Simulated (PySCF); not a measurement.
What does the PBE0-D3(BJ)/def2-TZVP structure of (GeH3)3P (`[GeH3][P]([GeH3])[GeH3]`) look like in three dimensions?

```
atom  x, y, z in Å
Ge1    1.9975   -0.7597    0.2522
P2     0.1925    0.1711   -0.8607
Ge3   -0.1436    1.9173    0.6224
Ge4   -1.4227   -1.2318    0.0269
H5     1.7142   -0.9528    1.7540
H6     2.3108   -2.1239   -0.3830
H7     3.2049    0.1760    0.0798
H8    -0.1685    1.4383    2.0865
H9     0.9972    2.9317    0.4404
H10   -1.4856    2.5868    0.2855
H11   -2.8030   -0.6505   -0.3198
H12   -1.2947   -1.3656    1.5563
H13   -1.2709   -2.6180   -0.6194
```

Orientation and origin are arbitrary. Atoms count from 1 in this order. All 3 Ge–P bonds measure 2.316 Å. Ge1 (germanium bonded to P and 3 H) is tetrahedral (angles from 108.3° to 112.1°). P2 (three-coordinate phosphorus) is pyramidal (angles 96.7°, 96.3° and 96.2°, sum 289.2°, 1.18 Å off the plane of its three neighbours).

Bonds between heavy atoms (Å): Ge1–P2 2.316, P2–Ge3 2.316, P2–Ge4 2.316.

Computed with PySCF 2.14.0, PBE0-D3(BJ)/def2-TZVP geometry optimisation, gas phase.

No PBE0-D3(BJ)/def2-TZVP frequencies stand behind this structure, so it isn't proved a minimum.
